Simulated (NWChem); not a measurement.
# C2H5ClSi2; SMILES [Si@@H](C#C)(Cl)[SiH3]

```xyz
10

C      1.9872    -2.1763    -0.3490
C      1.1443    -1.3700     0.0392
Si    -0.0603    -0.1015     0.5854
Si     0.6194     2.0094    -0.1888
Cl    -1.9351    -0.5024    -0.2537
H      2.7249    -2.8927    -0.6878
H     -0.1995    -0.1730     2.0782
H      0.6962     1.9652    -1.6891
H     -0.3815     3.0494     0.2335
H      1.9705     2.3589     0.3747
```
Atoms are numbered in this order, from 1.

Level: PBE-D3(BJ)/def2-SVP (NWChem), optimised geometry, unscaled harmonic frequencies. 

Q: List the harmonic frequencies with IR intensities, and the thermochemistry.

A: 
```json
[
 {"frequency (cm⁻¹)": "82", "IR intensity (km/mol)": "0.4"},
 {"frequency (cm⁻¹)": "106", "IR intensity (km/mol)": "0.5"},
 {"frequency (cm⁻¹)": "115", "IR intensity (km/mol)": "1.6"},
 {"frequency (cm⁻¹)": "130", "IR intensity (km/mol)": "0.6"},
 {"frequency (cm⁻¹)": "279", "IR intensity (km/mol)": "18.3"},
 {"frequency (cm⁻¹)": "317", "IR intensity (km/mol)": "17.8"},
 {"frequency (cm⁻¹)": "392", "IR intensity (km/mol)": "7.9"},
 {"frequency (cm⁻¹)": "489", "IR intensity (km/mol)": "22.2"},
 {"frequency (cm⁻¹)": "507", "IR intensity (km/mol)": "15.3"},
 {"frequency (cm⁻¹)": "539", "IR intensity (km/mol)": "62.2"},
 {"frequency (cm⁻¹)": "643", "IR intensity (km/mol)": "47.5"},
 {"frequency (cm⁻¹)": "688", "IR intensity (km/mol)": "20.2"},
 {"frequency (cm⁻¹)": "713", "IR intensity (km/mol)": "21.1"},
 {"frequency (cm⁻¹)": "727", "IR intensity (km/mol)": "229.6"},
 {"frequency (cm⁻¹)": "770", "IR intensity (km/mol)": "111.1"},
 {"frequency (cm⁻¹)": "831", "IR intensity (km/mol)": "109.4"},
 {"frequency (cm⁻¹)": "898", "IR intensity (km/mol)": "42.1"},
 {"frequency (cm⁻¹)": "899", "IR intensity (km/mol)": "36.3"},
 {"frequency (cm⁻¹)": "2081", "IR intensity (km/mol)": "40.3"},
 {"frequency (cm⁻¹)": "2157", "IR intensity (km/mol)": "53.0"},
 {"frequency (cm⁻¹)": "2172", "IR intensity (km/mol)": "36.1"},
 {"frequency (cm⁻¹)": "2175", "IR intensity (km/mol)": "71.4"},
 {"frequency (cm⁻¹)": "2183", "IR intensity (km/mol)": "99.9"},
 {"frequency (cm⁻¹)": "3389", "IR intensity (km/mol)": "57.7"}
]
```

The zero-point energy is 33.3 kcal/mol and the thermal correction to the enthalpy at 298.15 K (with zero-point energy) comes out as 39.0 kcal/mol. The heat capacity Cv is 27.9 cal/(mol K) and the entropy at 298.15 K and 1 atm (symmetry number 1) comes out as 89.8 cal/(mol K). The dipole moment is 1.61 D.

Rigid rotor and harmonic oscillator; modes under 100 cm⁻¹ make the entropy uncertain.
